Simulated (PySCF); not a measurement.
# What a mistake does to a calculation on CH7Si2

These are calculations, not measurements. The program is PySCF 2.14.0, an open-source quantum chemistry code, run on an isolated molecule that a program drew, which may never have been made. The molecule is CH7Si2 (charge 0, doublet), drawn as the SMILES string `[CH2][SiH2][SiH3]`.

Each row is a Hartree-Fock (HF) and frozen-core CCSD(T) single point in the cc-pV(D+d)Z basis, meant for a local HF minimum. Run 1 is clean. Each other run has one planted mistake out of seven kinds, and not every kind appears here: one electron removed, one electron added, multiplicity raised by two, geometry at a saddle point, minimal basis STO-3G, one bond length entered in bohr, all coordinates scaled. The reference is restricted for singlets and unrestricted otherwise, and also for a bond in bohr. Adding or removing an electron swaps singlet and doublet. Electrons count all cores. HOMO and LUMO are orbital energies over both spins, the gradient is its largest component, and the lowest frequency (negative if imaginary) is given only where the gradient is small. Bond lengths are over the 9 bonds as drawn. T1 is the CCSD diagnostic: over 0.02 (restricted) or 0.045 (unrestricted) a single reference is doubtful.

Geometry of the clean run:
```xyz
10
CH7Si2, angstrom
C    -0.2948    0.6176   -1.1815
Si    0.1436   -1.0797   -0.5608
Si   -0.5854   -1.4053    1.6727
H     0.3488    1.4791   -1.0273
H    -1.2481    0.8375   -1.6539
H     1.6154   -1.2665   -0.6117
H    -0.4925   -2.1072   -1.4228
H    -0.2261   -2.7644    2.1490
H    -2.0586   -1.2485    1.7628
H     0.0468   -0.4083    2.5724
```

| run | electrons | basis functions | <S^2> | HOMO (eV) | LUMO (eV) | gradient (hartree/bohr) | lowest frequency (cm^-1) | mean bond (Å) | longest bond (Å) | T1 | HF (hartree) | CCSD(T) (hartree) | mistake |
|---|---|---|---|---|---|---|---|---|---|---|---|---|---|
| 1 | 41 | 95 | 0.762 | -9.68 | 2.25 | 1.3e-05 | 96 | 1.5362 | 2.372 | 0.0137 | -619.77131 | -620.16767 | no fault |
| 2 | 41 | 95 | 1.504 | -10.07 | 2.30 | 1.9e-02 | - | 1.6436 | 2.372 | 0.0483 | -619.64979 | -620.03473 | one bond length entered in bohr |
| 3 | 41 | 95 | 3.771 | -3.69 | -2.01 | 3.4e-02 | - | 1.5362 | 2.372 | 0.0176 | -619.52956 | -619.91617 | multiplicity raised by two |
| 4 | 40 | 95 | 0.000 | -16.20 | -6.66 | 3.8e-02 | - | 1.5362 | 2.372 | 0.0391 | -619.46388 | -619.85652 | one electron removed |
| 5 | 42 | 95 | 0.000 | -0.80 | 8.51 | 6.8e-02 | - | 1.5362 | 2.372 | 0.0151 | -619.73421 | -620.17274 | one electron added |
| 6 | 41 | 95 | 0.765 | -9.69 | 2.22 | 3.1e-02 | - | 1.6177 | 2.498 | 0.0138 | -619.75059 | -620.15131 | ? |

**Which mistake was planted in run 6, and what did it cost?**

The mean and the longest bond both change by the same factor, 1.053, and the gradient is no longer small. So the mistake is: all coordinates scaled. Subtracting run 1 and multiplying by 627.51 kcal/mol a hartree, the energy moved by 13.0 kcal/mol in HF and 10.3 kcal/mol in CCSD(T).

Cautions from the logs. Run 2: T1 is over the limit, so its CCSD(T) energy is less reliable; run 4: T1 is over the limit, so its CCSD(T) energy is less reliable.
